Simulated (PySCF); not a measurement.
**Relaxation of singlet TiCl₃⁺**

Method: PySCF, PBE, basis Ti def2-SVP, Cl def2-SVP (no relativity, density fitting). A (50,194) grid was used.

A hand-made trigonal planar start, of D3h symmetry, held to at least that symmetry:

```xyz
4
charge 1 multiplicity 1, angstrom
Ti    0.0000    0.0000    0.0000
Cl    2.3030    0.0000    0.0000
Cl   -1.1515    1.9945    0.0000
Cl   -1.1515   -1.9945    0.0000
```

Optimiser trace:
```
step  E − E(last) (kJ/mol)  largest gradient (Eh/bohr)
   0                 69.45                     0.04620
   1                 17.18                     0.02656
   2                  2.59                     0.01223
   3                  0.08                     0.00206
   4                  0.00                     0.00014
   5                  0.00                     0.00000
```

It ends at D3h with Ti–Cl 2.127 Å (×3); Cl–Ti–Cl 120.0° (×3). A frequency run shows 1 imaginary mode, down to 103i cm⁻¹, so it is a saddle point. Other isomers or separated fragments may lie lower.
